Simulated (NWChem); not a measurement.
Species: C₄H₆O; SMILES O(CC#C)C

```xyz
11

C      0.2819     2.5730     0.0000
C     -0.0889     1.4216     0.0000
C     -0.5687     0.0438     0.0000
O      0.4987    -0.8561     0.0000
C      0.0801    -2.1854     0.0000
H      0.6184     3.5935     0.0000
H     -1.2191    -0.1091     0.8883
H     -1.2191    -0.1091    -0.8883
H      0.9778    -2.8185     0.0000
H     -0.5247    -2.4326     0.8958
H     -0.5247    -2.4326    -0.8958
```
Atoms are numbered in this order, from 1.

Program: NWChem. The geometry was optimised at PBE0/def2-SVP. Level: M06-2X/def2-SVP with COSMO at NWChem's default radii, gas-phase geometry; rows give the dielectric constant.

| dielectric constant | electrostatic solvation energy (kcal/mol) | dipole in solution (D) |
|---|---|---|
| 2.4 | -3.2 | 1.84 |
| 3.9 | -4.2 | 1.93 |
| 7.6 | -5.0 | 2.01 |
| 25.0 | -5.6 | 2.07 |
| 37.5 | -5.7 | 2.08 |
